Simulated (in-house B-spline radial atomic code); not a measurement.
Ionising the rhodium ion Rh³⁺ with different functionals

Computed with an all-electron radial atomic-structure program (B-spline basis): four-component Dirac-Coulomb Hamiltonian, Fermi nucleus of rms radius 4.4945 fm, spin-restricted, spherical fractional occupations for the functionals. The ionisation energy is the difference of two self-consistent energies, [Kr] 4d6 → [Kr] 4d5, without Breit or QED terms; ε is the level of the shell that loses the electron (mean over j). The electron is taken from both j subshells in proportion to 2j + 1, so the result is a j average, not the step between ground levels.

Hybrids are left out here: with spherical fractional occupations of an open shell their exact exchange keeps a self-interaction that integer-occupation calculations don't have.

```csv
method,rung,ΔSCF (eV),-ε(4d) (eV)
LDA VWN5,LDA,47.16,39.73
relativistic LDA,LDA,?,?
LDA PW92,LDA,47.15,39.72
LDA exchange-only,LDA,45.50,38.12
PBE,GGA,46.94,39.50
PBEsol,GGA,?,?
BLYP,GGA,46.81,39.38
RPBE,GGA,46.88,39.44
PW91,GGA,47.02,39.58
BP86,GGA,47.01,39.58
AM05,GGA,46.92,39.48
OLYP,GGA,47.08,39.60
```

(1) What does PBEsol give?

(2) What does relativistic LDA give?

(3) How do they compare with the NIST value?

## Answers

(1) ΔSCF 46.92 eV, and -ε(4d) = 39.49 eV.

(2) ΔSCF 47.17 eV, and -ε(4d) = 39.75 eV.

(3) NIST lists 42 eV ± 1.7 (tabulated theory, ground level to ground level). Errors run from +3.50 to +5.17 eV. The correlated functionals all miss on the same side by more than they spread, so the cause is common to them (Breit-QED terms, spin polarisation, the choice among j levels, multiplet and fine-structure energies, or a listed next ion that isn't the cheapest removal here) and closeness doesn't rank the functionals.
